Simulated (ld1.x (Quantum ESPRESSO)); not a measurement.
# Building the TM potential for Zr (PBE, scalar-relativistic).

The input file (ld1.x (Quantum ESPRESSO) 7.5):

```
&input
   title='Zr', zed=40., rel=1, dft='PBE', iswitch=3,
   config='[Kr] 4d2 5s2 5p0',
   nld=3, rlderiv=4.55, eminld=-2.0, emaxld=5.0, deld=0.02
 /
 &inputp
   pseudotype=2, tm=.true., lloc=0,
   nlcc=.true., new_core_ps=.true., rcore=1.50,
   file_pseudopw='Zr.UPF', file_wfcaegen='ae.wfc', file_wfcncgen='nc.wfc', file_beta='beta', file_chi='chi'
 /
3
5P  2  1   0.00   0.00  4.20  4.20  0.0
4D  3  2   2.00   0.00  1.80  1.80  0.0
5S  1  0   2.00   0.00  2.70  2.70  0.0
 &test
   configts(1)='4d2 5s2 5p0'
 /
```

Command:

```bash
ld1.x < Zr.in > Zr.out
```

The program printed (shortened: banner, matrices, multipoles, cross overlaps and the repeated all-electron block are left out):

```
Program LD1 v.7.5
     --------------------------- All-electron run ----------------------------

     Zr
     scalar relativistic calculation

     atomic number is 40.00
     dft =PBE   lsd =0 sic =0 latt =0  beta=0.20 tr2=1.0E-14
     Exchange-correlation= PBE
                           (   1   4   3   4   0   0   0)
     mesh =1225 r(mesh) = 100.59681 a.u. xmin = -7.00 dx = 0.01250
     1 Ry =  13.60569312 eV, c = 137.03599908

     n l     nl                  e(Ry)          e(Ha)          e(eV)
     1 0     1S 1( 2.00)     -1310.1237      -655.0619    -17825.1411
     2 0     2S 1( 2.00)      -181.5303       -90.7651     -2469.8452
     2 1     2P 1( 6.00)      -161.8775       -80.9388     -2202.4559
     3 0     3S 1( 2.00)       -29.7501       -14.8750      -404.7707
     3 1     3P 1( 6.00)       -23.3474       -11.6737      -317.6579
     4 0     4S 1( 2.00)        -4.0060        -2.0030       -54.5045
     4 1     4P 1( 6.00)        -2.3859        -1.1929       -32.4614
     3 2     3D 1(10.00)       -12.8408        -6.4204      -174.7080
     4 2     4D 1( 2.00)        -0.2645        -0.1323        -3.5989
     5 0     5S 1( 2.00)        -0.3263        -0.1631        -4.4392
     5 1     5P 1( 0.00)        -0.1080        -0.0540        -1.4693

     final scf error:  3.8E-15 reached in  25 iterations

     Etot =   -7197.066779 Ry,   -3598.533389 Ha,  -97921.081979 eV

     Ekin =    7400.180090 Ry,    3700.090045 Ha,  100684.579354 eV
     Encl =  -17329.433663 Ry,   -8664.716831 Ha, -235778.956414 eV
     Eh   =    2959.970718 Ry,    1479.985359 Ha,   40272.453242 eV
     Exc  =    -227.783923 Ry,    -113.891962 Ha,   -3099.158161 eV

     normalization and overlap integrals

     s(1S/1S) =  1.000000  <r> =   0.0371  <r2> =    0.0019  r(max) =   0.0241
     s(2S/2S) =  1.000000  <r> =   0.1626  <r2> =    0.0312  r(max) =   0.1368
     s(2P/2P) =  1.000000  <r> =   0.1417  <r2> =    0.0245  r(max) =   0.1093
     s(3S/3S) =  1.000000  <r> =   0.4585  <r2> =    0.2410  r(max) =   0.4060
     s(3P/3P) =  1.000000  <r> =   0.4621  <r2> =    0.2489  r(max) =   0.4010
     s(4S/4S) =  1.000000  <r> =   1.2129  <r2> =    1.6687  r(max) =   1.0764
     s(4P/4P) =  1.000000  <r> =   1.3687  <r2> =    2.1516  r(max) =   1.1748
     s(3D/3D) =  1.000000  <r> =   0.4525  <r2> =    0.2477  r(max) =   0.3495
     s(4D/4D) =  1.000000  <r> =   2.2977  <r2> =    6.6283  r(max) =   1.5859
     s(5S/5S) =  1.000000  <r> =   3.7281  <r2> =   15.8828  r(max) =   3.1538
     s(5P/5P) =  1.000000  <r> =   5.1644  <r2> =   31.0604  r(max) =   4.1521

     ------------------------ End of All-electron run ------------------------

     --------------------- Generating NC pseudopotential ---------------------

      Generating local pot.: lloc=0, matching radius rcloc =   2.7000

      Computing core charge for nlcc:

       r > 1.51 : true rho core
      Core charge pseudized with two Bessel functions
      Integrated core pseudo-charge :  11.81

      Wfc   5P  rcut= 4.204  Using Troullier-Martins method

      Wfc   4D  rcut= 1.797  Using Troullier-Martins method

     ------------------- End of pseudopotential generation -------------------

     Computing logarithmic derivative in   4.56031
     Computing logarithmic derivative in   4.56031
     Computing the partial wave expansion
       no projector for channel:   0
     R is outside the sphere for l=    1 j= 0.00
     R is outside the sphere for l=    2 j= 0.00

     ---------------------- Testing the pseudopotential ----------------------

     Zr
     scalar relativistic calculation

     atomic number is 40.00   valence charge is  4.00
     dft =PBE   lsd =0 sic =0 latt =0  beta=0.20 tr2=1.0E-14
     mesh =1225 r(mesh) = 100.59681 xmin = -7.00 dx = 0.01250

     n l     nl             e AE (Ry)        e PS (Ry)    De AE-PS (Ry)
     3 2     4D   1( 2.00)       -0.26451       -0.26451       -0.00000
     1 0     5S   1( 2.00)       -0.32628       -0.32628        0.00000
     2 1     5P   1( 0.00)       -0.10799       -0.10799       -0.00000

     eps = 8.4E-15  iter = 11

     Etot =   -7197.066779 Ry,   -3598.533389 Ha,  -97921.081979 eV
     Etotps =   -22.207739 Ry,     -11.103869 Ha,    -302.151682 eV

     Ekin =       5.771438 Ry,       2.885719 Ha,      78.524416 eV
     Encl =      -7.984734 Ry,      -3.992367 Ha,    -108.637845 eV
     Ehrt =       4.820268 Ry,       2.410134 Ha,      65.583089 eV
     Ecxc =     -19.091410 Ry,      -9.545705 Ha,    -259.751867 eV
     (Ecc =     -16.469928 Ry,      -8.234964 Ha,    -224.084781 eV)
     Epseu=      -5.723301 Ry,      -2.861650 Ha,     -77.869475 eV

     ---------------------- End of pseudopotential test ----------------------
```

Generation and configuration tests took about 1.5 s on one core of a shared server CPU.

Transferability test of the new file with ld1.x, input:

```
&input
   title='Zr', zed=40., rel=1, dft='PBE', iswitch=2,
   config='[Kr] 4d2 5s2 5p0'
 /
 &test
   file_pseudo='Zr.UPF', nconf=8,
   configts(1)='4d2 5s2 5p0',
   configts(2)='4d2 5s1 5p0',
   configts(3)='4d2 5s0 5p0',
   configts(4)='4d1 5s0 5p0',
   configts(5)='4d3 5s1 5p0',
   configts(6)='4d3 5s0 5p0',
   configts(7)='4d2.5 5s1.5 5p0',
   configts(8)='4d2 5s1 5p1'
 /
```

```bash
ld1.x < Zr.test.in > Zr.test.out
```

Pseudopotential blocks of its output, shortened (energy terms left out):

```
     ---------------------- Testing the pseudopotential ----------------------

     n l     nl             e AE (Ry)        e PS (Ry)    De AE-PS (Ry)
     3 2     4D   1( 2.00)       -0.26451       -0.26451       -0.00000
     1 0     5S   1( 2.00)       -0.32628       -0.32628        0.00000
     2 1     5P   1( 0.00)       -0.10799       -0.10799       -0.00000

     eps = 8.3E-15  iter = 11

     Etot =   -7197.066779 Ry,   -3598.533389 Ha,  -97921.081979 eV
     Etotps =   -22.207739 Ry,     -11.103869 Ha,    -302.151682 eV

     ---------------------- End of pseudopotential test ----------------------

          ---------------------- Testing the pseudopotential ----------------------

     n l     nl             e AE (Ry)        e PS (Ry)    De AE-PS (Ry)
     3 2     4D   1( 2.00)       -0.73368       -0.73225       -0.00143
     1 0     5S   1( 1.00)       -0.73090       -0.73198        0.00108
     2 1     5P   1( 0.00)       -0.46021       -0.46117        0.00096

     eps = 7.6E-15  iter =  7

     Etot =   -7196.542213 Ry,   -3598.271106 Ha,  -97913.944892 eV
     Etotps =   -21.682685 Ry,     -10.841342 Ha,    -295.007953 eV
     dEtot_ae =       0.524566 Ry
     dEtot_ps =       0.525054 Ry,   Delta E=      -0.000488 Ry

     ---------------------- End of pseudopotential test ----------------------

          ---------------------- Testing the pseudopotential ----------------------

     n l     nl             e AE (Ry)        e PS (Ry)    De AE-PS (Ry)
     3 2     4D   1( 2.00)       -1.27152       -1.27324        0.00172
     1 0     5S   1( 0.00)       -1.17881       -1.18422        0.00541  !
     2 1     5P   1( 0.00)       -0.85757       -0.86238        0.00481

     eps = 2.5E-17  iter =  7

     Etot =   -7195.591120 Ry,   -3597.795560 Ha,  -97901.004620 eV
     Etotps =   -20.728653 Ry,     -10.364326 Ha,    -282.027690 eV
     dEtot_ae =       1.475659 Ry
     dEtot_ps =       1.479086 Ry,   Delta E=      -0.003427 Ry

     ---------------------- End of pseudopotential test ----------------------

          ---------------------- Testing the pseudopotential ----------------------

     n l     nl             e AE (Ry)        e PS (Ry)    De AE-PS (Ry)
     3 2     4D   1( 1.00)       -2.07285       -2.11167        0.03882  !
     1 0     5S   1( 0.00)       -1.78561       -1.80722        0.02161  !
     2 1     5P   1( 0.00)       -1.39421       -1.40715        0.01295  !

     eps = 2.4E-18  iter =  7

     Etot =   -7193.928092 Ry,   -3596.964046 Ha,  -97878.377969 eV
     Etotps =   -19.046736 Ry,      -9.523368 Ha,    -259.144040 eV
     dEtot_ae =       3.138687 Ry
     dEtot_ps =       3.161003 Ry,   Delta E=      -0.022317 Ry

     ---------------------- End of pseudopotential test ----------------------

          ---------------------- Testing the pseudopotential ----------------------

     n l     nl             e AE (Ry)        e PS (Ry)    De AE-PS (Ry)
     3 2     4D   1( 3.00)       -0.17151       -0.16550       -0.00601  !
     1 0     5S   1( 1.00)       -0.28240       -0.28686        0.00446
     2 1     5P   1( 0.00)       -0.08636       -0.09030        0.00394

     eps = 3.2E-15  iter = 11

     Etot =   -7196.978959 Ry,   -3598.489480 Ha,  -97919.887130 eV
     Etotps =   -22.113810 Ry,     -11.056905 Ha,    -300.873709 eV
     dEtot_ae =       0.087820 Ry
     dEtot_ps =       0.093929 Ry,   Delta E=      -0.006109 Ry

     ---------------------- End of pseudopotential test ----------------------

          ---------------------- Testing the pseudopotential ----------------------

     n l     nl             e AE (Ry)        e PS (Ry)    De AE-PS (Ry)
     3 2     4D   1( 3.00)       -0.59945       -0.58758       -0.01187  !
     1 0     5S   1( 0.00)       -0.65674       -0.66167        0.00493
     2 1     5P   1( 0.00)       -0.40744       -0.41367        0.00622  !

     eps = 6.0E-15  iter = 15

     Etot =   -7196.514013 Ry,   -3598.257007 Ha,  -97913.561222 eV
     Etotps =   -21.643998 Ry,     -10.821999 Ha,    -294.481591 eV
     dEtot_ae =       0.552765 Ry
     dEtot_ps =       0.563741 Ry,   Delta E=      -0.010976 Ry

     ---------------------- End of pseudopotential test ----------------------

          ---------------------- Testing the pseudopotential ----------------------

     n l     nl             e AE (Ry)        e PS (Ry)    De AE-PS (Ry)
     3 2     4D   1( 2.50)       -0.21388       -0.20928       -0.00460
     1 0     5S   1( 1.50)       -0.30267       -0.30441        0.00174
     2 1     5P   1( 0.00)       -0.09608       -0.09786        0.00178

     eps = 2.4E-15  iter = 14

     Etot =   -7197.029014 Ry,   -3598.514507 Ha,  -97920.568163 eV
     Etotps =   -22.168216 Ry,     -11.084108 Ha,    -301.613949 eV
     dEtot_ae =       0.037765 Ry
     dEtot_ps =       0.039523 Ry,   Delta E=      -0.001758 Ry

     ---------------------- End of pseudopotential test ----------------------

          ---------------------- Testing the pseudopotential ----------------------

     n l     nl             e AE (Ry)        e PS (Ry)    De AE-PS (Ry)
     3 2     4D   1( 2.00)       -0.34196       -0.34336        0.00140
     1 0     5S   1( 1.00)       -0.37902       -0.37931        0.00029
     2 1     5P   1( 1.00)       -0.15029       -0.15006       -0.00023

     eps = 4.6E-15  iter = 11

     Etot =   -7196.843245 Ry,   -3598.421623 Ha,  -97918.040652 eV
     Etotps =   -21.983944 Ry,     -10.991972 Ha,    -299.106790 eV
     dEtot_ae =       0.223533 Ry
     dEtot_ps =       0.223795 Ry,   Delta E=      -0.000262 Ry

     ---------------------- End of pseudopotential test ----------------------
```
